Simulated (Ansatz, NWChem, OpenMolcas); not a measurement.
# How methods differ on ZrO (SMILES [O][Zr])

ZrO has 2 atoms, charge 0, and is taken as a singlet. As SMILES, `[O][Zr]`. Geometry: the measured bond length.

```xyz
2

O     0.0000    0.0000    0.0000
Zr    0.0000    0.0000    1.7116
```

Each level gives the energy change with the O1–Zr2 bond stretched from 1.712 to 2.225 Å (eV). The values are calculated.

| level | kind | program | value (eV) | less CCSD(T)/def2-TZVP |
| --- | --- | --- | --- | --- |
| revPBE/def2-TZVP (core potential) (restricted) | GGA | Ansatz | 2.81 | +0.04 |
| TPSS/def2-TZVP (core potential) (restricted) | meta-GGA | OpenMolcas | 2.87 | +0.10 |
| r2SCAN0/def2-TZVP (core potential) (restricted) | hybrid meta-GGA | Ansatz | 3.55 | +0.78 |
| CAM-B3LYP/def2-TZVP (core potential) (restricted) | range-separated hybrid | Ansatz | 3.43 | +0.66 |
| wB97M-V/def2-TZVP (core potential) (restricted) | range-separated hybrid | Ansatz | 3.49 | +0.72 |
| MP2/def2-TZVP (core potential) (restricted) | perturbation theory | NWChem | 2.91 | +0.14 |
| BCCD(T)/def2-TZVP (core potential) (restricted) | coupled cluster or CI | Ansatz | 2.71 | -0.06 |
| CCSD(T)/def2-TZVP (core potential) (restricted) | coupled cluster or CI | NWChem | 2.77 | 0.00 |

Differences are taken from CCSD(T)/def2-TZVP (core potential) (restricted) for orientation; it has basis-set and higher-order errors of its own. The first shape isn't each level's own minimum. The values span 2.71 to 3.55 eV.
